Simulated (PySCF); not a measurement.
C₃H₂N, charge -1, singlet, at a GFN2-xTB geometry. Base run: HF/cc-pVDZ run with PySCF.

PySCF was given this input:
```python
from pyscf import gto, scf

mol = gto.Mole()
mol.atom = '''
    C    -0.120595   -1.695859    0.008662
    C     0.478959   -0.514868    0.006682
    C    -0.036520    0.737111   -0.004464
    H    -1.215760   -1.893473    0.001174
    H     0.461673   -2.623511    0.018494
    N    -0.168140    1.908383   -0.012135
'''
mol.basis = 'cc-pvdz'
mol.charge = -1
mol.spin = 0
mol.verbose = 4
mol.build()

mf = scf.RHF(mol)
mf.kernel()
mo_i, mo_e, stable_i, stable_e = mf.stability(internal=True, external=True, return_status=True, nroots=6, tol=1e-6)
print('internally stable:', stable_i, ' externally stable:', stable_e)
if not stable_e:
    umf = mf.to_uhf() if not hasattr(mf, 'xc') else mf.to_uks()
    umf.scf_summary = {}
    umf.kernel(umf.make_rdm1(mo_e, umf.mo_occ))
mf.analyze()
```

The bond that is stretched is that between atoms 6 and 3. A test that says stable can miss a lower solution.

Variants of this job, named by their change:

| change | ΔE vs base (eV) | <S^2> | E after following the instability (Eh) | <S^2> there | HOMO-LUMO gap (eV) | stability test says | outcome |
|---|---|---|---|---|---|---|---|
| base | 0.00 | 0.000 | -169.14429 | 0.14 | 11.26 | external instability | converged |
| bond × 1.25 | 3.25 | 0.000 | -169.05923 | 1.13 | 10.52 | external instability | converged |
| bond × 1.5 | 7.02 | 0.000 | -168.97372 | 1.50 | 8.63 | external instability | converged |
| bond × 1.8 | 9.66 | 0.000 | -168.92676 | 1.85 | 6.80 | external instability | converged |
| bond × 2.2 | - | - | - | - | - | - | not converged |
| bond × 3.0 | - | - | - | - | - | - | not converged |

Where a bond breaks into two radicals, a solution with restricted orbitals usually stops being the lowest and lies too high; an unrestricted one lies lower at the price of spin contamination, which <S^2> shows.
